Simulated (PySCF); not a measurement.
CdF2: one-bond stretch

Method: PySCF, PBE0, basis Cd def2-TZVP with ECP28, F def2-TZVP (scalar-relativistic core potentials, no spin–orbit coupling, density fitting).

Rigid scan from the singlet minimum (Cd–F 1.922 Å (×2); F–Cd–F 180.0°). Coordinate: the bond from Cd to the last atom (F) scaled, the rest fixed. Energies in kJ/mol from the minimum.

```csv
scale of one bond,E (kJ/mol),dipole size (D)
0.92,31.8,0.66
0.96,6.9,0.33
1.00,0.0,0.00
1.05,8.0,0.40
1.12,37.5,0.93
1.20,83.3,1.51
1.35,175.8,2.51
1.55,282.6,–
1.80,378.3,–
2.20,466.3,–
```

At long bonds a restricted determinant can lie too high, and another spin state can fall below this curve.

Other isomers or separated fragments may lie lower.
